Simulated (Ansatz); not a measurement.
`[NH2][Ge][Cl]` + H₂O → `[NH2][Ge][OH]` + HCl at 298.15 K and 1 bar (formal hydrolysis of a Ge–Cl bond).

Calculated with Ansatz (gas phase, PBE0-D4/def2-TZVP geometries, no zero-point term in ΔE). CCSD(T)/CBS adds triple-zeta CCSD(T) − MP2 to the extrapolated MP2 energy (def2 sets, frozen cores). This one scheme is used for every species. For Ge outer-core shells are correlated without core-valence functions, which leaves a few kJ/mol of doubt a bond. Scalar relativity is left out up to krypton. Each species was taken in one conformer, which may not be the lowest.

```tsv
species	CCSD(T)/CBS energy (Eh)	H − E (kJ/mol)	S (J/(mol·K))
`[NH2][Ge][Cl]`	-2591.85675	84.5	296.7
H₂O	-76.37941	66.4	188.7
`[NH2][Ge][OH]`	-2207.83457	116.5	291.9
HCl	-460.38127	26.6	186.8
```

H − E and S are ideal-gas, rigid-rotor, harmonic terms from PBE0-D4/def2-TZVP, for one conformer and one mirror image of each species. 1 Eh = 2625.50 kJ/mol, R = 8.31446 J/(mol·K).

Problem. By hand: ΔE, ΔH, ΔS and ΔG.

Solution. ΔE = (-2207.83457) + (-460.38127) − (-2591.85675) − (-76.37941) = 0.02032 Eh = 53.4 kJ/mol. Δ(H − E) = 116.5 + 26.6 − 84.5 − 66.4 = -7.8, so ΔH = 45.6 kJ/mol. ΔS = 291.9 + 186.8 − 296.7 − 188.7 = -6.7 J/(mol·K). ΔG = 45.6 − 298.15 × (-6.7)/1000 = 47.6 kJ/mol.

Problem. By hand: the equilibrium constant, and the temperature at which ΔG would vanish if ΔH and ΔS stayed fixed.

Solution. log₁₀ K = −ΔG/(RT ln 10) = -8.3. ΔH and −TΔS have one sign here, so there is no such temperature.

The number of gas molecules stays the same, so ΔS is small and ΔH decides. A doubt of 5 kJ/mol in ΔE shifts log₁₀ K by 0.9 here. Other conformers and mirror images would add mixing entropy, several J/(mol·K) or more a flexible species. These are equilibria of isolated gas molecules and say nothing of rates. Largest T1 diagnostic: 0.014 (customary marks: 0.02 for closed shells, 0.045 for open ones).

ΔS is within the doubt of such terms, so its sign, and with it that verdict, could turn.
